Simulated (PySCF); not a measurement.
C7H14O2, singlet, at a GFN2-xTB geometry. Base run: B3LYP/STO-3G run with PySCF.

Geometry (Å):
```xyz
23

C     -2.3231     1.0703     0.6425
C     -1.8749    -0.2730     0.0767
C     -2.8135    -0.7851    -1.0058
O     -0.5742    -0.1334    -0.5216
C      0.4893    -0.2297     0.2767
O      0.4329    -0.4539     1.4576
C      1.7699     0.0141    -0.5031
C      2.8763    -0.9059     0.0022
C      2.1454     1.4869    -0.3135
H     -3.3106     0.9742     1.0845
H     -1.6266     1.4005     1.4095
H     -2.3576     1.8153    -0.1494
H     -1.7901    -1.0026     0.8927
H     -3.8063    -0.9350    -0.5915
H     -2.8706    -0.0638    -1.8170
H     -2.4501    -1.7285    -1.4046
H      1.5645    -0.1730    -1.5606
H      2.6320    -1.9463    -0.1989
H      2.9924    -0.7827     1.0761
H      3.8178    -0.6674    -0.4862
H      1.3537     2.1349    -0.6831
H      3.0605     1.7111    -0.8565
H      2.3052     1.6965     0.7419
```
All else is at PySCF's defaults.

Each row names what was changed in the base input (with any setting that the change needs).

| change | E (Eh) | HOMO (eV) | HOMO-LUMO gap (eV) | dipole (D) | core-seconds (rough) | outcome |
|---|---|---|---|---|---|---|
| base | -420.24268 | -3.76 | 7.55 | 1.35 | 9 | converged |
| functional = pbe0; dispersion = d3zero | -419.83352 | -4.05 | 8.14 | 1.36 | 10 | converged |
| functional = mn12l | -418.73832 | -2.95 | 6.61 | 1.37 | 10 | converged |
| functional = wb97m_v | - | - | - | - | - | cut at the time limit |
| functional = pw6b95 | (withheld) | (withheld) | (withheld) | (withheld) | 10 | converged |
| functional = camb3lyp | -420.00719 | -5.48 | 10.90 | 1.33 | 20 | converged |
| functional = pbe0; dispersion = d4 | (withheld) | -4.05 | 8.14 | 1.36 | 10 | converged |
| functional = b3lyp; dispersion = d3zero | -420.26136 | -3.76 | 7.55 | 1.35 | 10 | converged |
| functional = tpssh | -420.36750 | -3.09 | 6.55 | 1.36 | 20 | converged |
| functional = b97m_v | - | - | - | - | - | cut at the time limit |
| functional = pbe | -419.71785 | -2.16 | 5.12 | 1.41 | 10 | converged |
| functional = o3lyp | -420.21207 | -3.14 | 6.57 | 1.39 | 10 | converged |
| functional = pbe0 | (withheld) | -4.05 | 8.14 | 1.36 | 10 | converged |

**Question.** What belongs in the gaps?

**Answer.** 
- functional = pw6b95, E (Eh): -420.79467
- functional = pw6b95, HOMO (eV): -4.34
- functional = pw6b95, HOMO-LUMO gap (eV): 8.39
- functional = pw6b95, dipole (D): 1.34
- functional = pbe0; dispersion = d4, E (Eh): -419.83819
- functional = pbe0, E (Eh): -419.82210

Total energies compare only within one method and basis.
